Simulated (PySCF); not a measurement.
This PySCF input asks for the NMR shieldings of SMILES CC(C)N1CCN[SiH2]1, C₅H₁₄N₂Si; the geometry comes from PBE0-D3(BJ)/def2-SVP.

```python
import basis_set_exchange as bse
import numpy as np
from pyscf import gto, dft
from pyscf.prop import nmr

atoms = """
C    -1.899389   -1.197334    0.234648
C    -1.234261    0.143165    0.548455
C    -1.987854    1.297052   -0.097516
N     0.161312    0.187029    0.163880
C     1.102027   -0.623952    0.913619
C     2.499413   -0.254512    0.420872
N     2.380243   -0.075235   -1.016573
Si    0.806826    0.544604   -1.416398
H    -1.912943   -1.373379   -0.853425
H    -2.937958   -1.222890    0.599767
H    -1.360303   -2.034089    0.704232
H    -1.275812    0.291882    1.646249
H    -3.037475    1.316806    0.230811
H    -1.521565    2.260148    0.156028
H    -1.994104    1.197798   -1.197498
H     1.007625   -0.424839    1.996870
H     0.935416   -1.712251    0.768154
H     2.840632    0.663771    0.942236
H     3.214174   -1.057531    0.670472
H     3.230068    0.192676   -1.496734
H     0.733108    2.003855   -1.761800
H     0.179394   -0.177339   -2.573749
"""
names = dict.fromkeys(["C", "N", "Si", "H"], "pcSseg-1")
basis = {el: gto.basis.parse(bse.get_basis(n, elements=[el], fmt="nwchem")) for el, n in names.items()}
mol = gto.M(atom=atoms, basis=basis, charge=0, verbose=0)
mf = dft.RKS(mol, xc="PBE0")
mf.grids.level = 2
mf.grids.alignment = dft.numint.BLKSIZE   # the property module wants whole blocks of grid points
mf.conv_tol = 1e-9
mf.kernel()

calc = nmr.RKS(mf)   # GIAO
C = mf.mo_coeff
Co = C[:, mf.mo_occ > 0]
resp = mf.gen_response(singlet=True, hermi=2)
def vind(x):   # induced exchange potential for any number of trial vectors
    d = np.einsum("pi,xij,qj->xpq", C, 2 * x.reshape(-1, C.shape[1], Co.shape[1]), Co, optimize=True)
    return np.einsum("xpq,pi,qj->xij", resp(d - d.transpose(0, 2, 1)), C, Co, optimize=True).ravel()
mo1, _ = nmr.rhf.solve_mo1(calc, with_cphf=vind)
sigma = calc.kernel(mo1)
for i, s in enumerate(sigma):   # ppm
    w = np.linalg.eigvalsh((s + s.T) / 2)
    print("%2d %-2s iso %8.1f  s11 %8.1f  s22 %8.1f  s33 %8.1f" % (i, mol.atom_pure_symbol(i), w.mean(), *w))
```

Task: What are the results?

Result: 
```
 0 C  iso    165.1  s11    147.4  s22    162.8  s33    185.0
 1 C  iso    133.2  s11    115.6  s22    123.7  s33    160.2
 2 C  iso    157.7  s11    140.5  s22    148.9  s33    183.6
 3 N  iso    216.9  s11    156.8  s22    218.6  s33    275.3
 4 C  iso    132.8  s11    108.1  s22    130.6  s33    159.9
 5 C  iso    137.2  s11    119.7  s22    133.1  s33    158.9
 6 N  iso    245.2  s11    194.1  s22    235.7  s33    305.7
 7 Si iso    383.6  s11    352.3  s22    366.2  s33    432.4
 8 H  iso     30.5  s11     27.1  s22     29.1  s33     35.3
 9 H  iso     30.6  s11     26.3  s22     27.8  s33     37.6
10 H  iso     29.5  s11     24.2  s22     29.4  s33     35.0
11 H  iso     28.4  s11     25.1  s22     27.0  s33     33.1
12 H  iso     30.1  s11     25.7  s22     27.5  s33     36.9
13 H  iso     29.7  s11     25.7  s22     27.5  s33     35.7
14 H  iso     30.3  s11     26.8  s22     29.3  s33     34.7
15 H  iso     28.8  s11     24.9  s22     26.8  s33     34.7
16 H  iso     28.0  s11     22.3  s22     27.6  s33     34.3
17 H  iso     28.0  s11     23.0  s22     26.0  s33     35.0
18 H  iso     28.1  s11     23.5  s22     26.0  s33     34.9
19 H  iso     31.5  s11     22.3  s22     27.9  s33     44.3
20 H  iso     26.1  s11     22.5  s22     24.3  s33     31.5
21 H  iso     26.0  s11     22.6  s22     24.1  s33     31.3
```

These numbers come from an equivalent density-fitted implementation of the same equations, which agrees with the script to about 0.01 ppm for H and up to a few tenths of a ppm for heavy atoms, so last digits may differ.

Task: Turn these shieldings into chemical shifts. Shifts are taken against calculated references (same method and geometry level): TMS for ¹³C (184.41 ppm), ²⁹Si (351.99 ppm), ¹H (31.27 ppm); ¹⁵N (265.67 ppm) vs NH3.

Result: Averaging equivalent atoms: C 4: 51.6; C 1: 51.2; C 5: 47.2; C 0/2: 23.0; N 3: 48.8; N 6: 20.5; Si 7: -31.6; H 20/21: 5.21; H 17/18: 3.21; H 11: 2.86; H 15/16: 2.85; H 8/9/10/12/13/14: 1.17; H 19: -0.23 ppm. Experimental scales use liquid or dissolved standards, which lie at an offset from isolated NH3 (liquid NH3: subtract about 20 ppm).

Size and cost of the density-fitted run: 213 basis functions, 2.7 min wall time (2.3 min CPU) on 1 thread of an Intel Xeon, shared host; peak memory 1 GiB.
